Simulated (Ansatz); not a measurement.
Geometry optimisation, RHF/def2-SVP (Ansatz).

input.yaml

```yaml
crystal:
  periodic: [false, false, false]
  atoms:
    - { symbol: Al, position_ang: [0.0, 0.0, 0.0] }
    - { symbol: H, position_ang: [0.0, 0.0, 1.91] }
    - { symbol: O, position_ang: [1.5415, 0.0, -0.89] }
    - { symbol: H, position_ang: [1.8414, -0.9519, -1.0449] }
    - { symbol: O, position_ang: [-1.5415, 0.0, -0.89] }
    - { symbol: H, position_ang: [-2.0512, -0.8467, -0.6815] }
    - { symbol: "N", position_ang: [0.0995, 2.1044, 0.7] }
    - { symbol: H, position_ang: [0.493, 2.3259, 1.659] }
    - { symbol: H, position_ang: [-0.2465, 2.8877, 0.0753] }
    - { symbol: H, position_ang: [0.0486, 1.0269, 1.8385] }
basis:
  gaussian: { orbitals: def2-SVP }
hamiltonian:
  xc: hf
relax:
  f_tol: 0.15
  max_steps: 25
  restrain:
    - { distance: [0, 6], at: 1.92, k: 30.0 }
    - { distance: [9, 1], at: 0.66, k: 30.0 }
    - { distance: [0, 1], at: 2.76, k: 30.0 }
    - { distance: [9, 6], at: 2.26, k: 30.0 }
```

Command:

```bash
$ ansatz run input.yaml --threads 1 --pin off --max-ram 2048MiB --backend cpu --events-out ev --progress --plain --runs-dir out
```

Q: Where does it end, and by what steps?

A: The run converged. The restraints hold the end off the free minimum. After 9 steps the energy has fallen by 4.689 eV (the restraints' own energy left out); H8 moved furthest, 1.13 Å. Joined: H2–H10 (1.03 → 0.71 Å).

| step | energy less start (eV) | largest force component (eV/Å) | accepted |
| --- | --- | --- | --- |
| 0 | 0.0000 | 6.176 | yes |
| 1 | -1.7342 | 6.530 | yes |
| 2 | -2.9597 | 5.276 | yes |
| 3 | -3.9625 | 2.887 | yes |
| 4 | -4.2942 | 3.531 | yes |
| 5 | -4.4512 | 2.515 | yes |
| 6 | -4.5516 | 1.631 | yes |
| 7 | -4.6428 | 1.643 | yes |
| 8 | -4.6849 | 1.831 | yes |
| 9 | -4.6894 | 1.773 | yes |

```xyz
10
Properties=species:S:1:pos:R:3
Al 0.033 0.548 -0.296
H -0.110 -0.090 2.386
O 1.481 -0.247 -0.615
H 1.700 -1.059 -1.033
O -1.484 -0.036 -0.734
H -1.797 -0.847 -1.089
N 0.116 2.192 0.558
H 0.974 2.688 0.705
H -0.668 2.811 0.637
H -0.059 0.585 2.157
```

The run took 16 s on 1 thread of Arm Neoverse V2 (shared host), peak memory 0.15 GiB.
